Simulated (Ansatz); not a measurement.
C$_{2}$H$_{9}$AlOSi (`[CH3][AlH][O]C[SiH3]`), relaxed with RKS PBE-D4/def2-SVP in the Gaussian-basis code of Ansatz from a rough embedded geometry. The force threshold is 0.03 eV/Å; the program also tests the step.

Charge 0, multiplicity 1.

Start:

```xyz
14

C    -0.170    0.527    2.295
Al    0.674   -0.898    1.313
O    -0.105   -1.506   -0.257
C     0.441   -0.852   -1.466
Si   -0.727    0.607   -1.833
H    -0.455    0.258    3.322
H    -1.107    0.884    1.757
H     0.511    1.447    2.328
H     2.073   -1.519    1.866
H     1.484   -0.485   -1.293
H     0.393   -1.516   -2.251
H    -0.232    1.235   -3.090
H    -0.693    1.657   -0.729
H    -2.088    0.161   -1.963
```

Question: By how much does the energy fall, and how many steps does the optimiser take? (Estimate.)

Answer: The calculation gave: 74.49 kJ/mol, in 22 steps.

Question: Which bonds change most? (Best estimate.)

Answer: Computed: Al2–O3 from 1.856 to 1.728 Å; C4–H11 from 1.029 to 1.116 Å; O3–C4 from 1.479 to 1.412 Å; Si5–H14 from 1.439 to 1.503 Å.

Question: Give the relaxed structure. (Best estimate.)

Answer: Ansatz gave: 
```xyz
14

C    -0.320    0.109    2.996
Al    0.690   -0.233    1.360
O    -0.224   -0.579   -0.065
C     0.104   -0.831   -1.415
Si   -0.340    0.692   -2.486
H    -0.091   -0.656    3.768
H    -1.414    0.097    2.817
H    -0.052    1.093    3.437
H     2.286   -0.238    1.226
H     1.186   -1.074   -1.563
H    -0.464   -1.716   -1.787
H     0.014    0.458   -3.932
H     0.433    1.882   -1.978
H    -1.808    0.995   -2.379
```
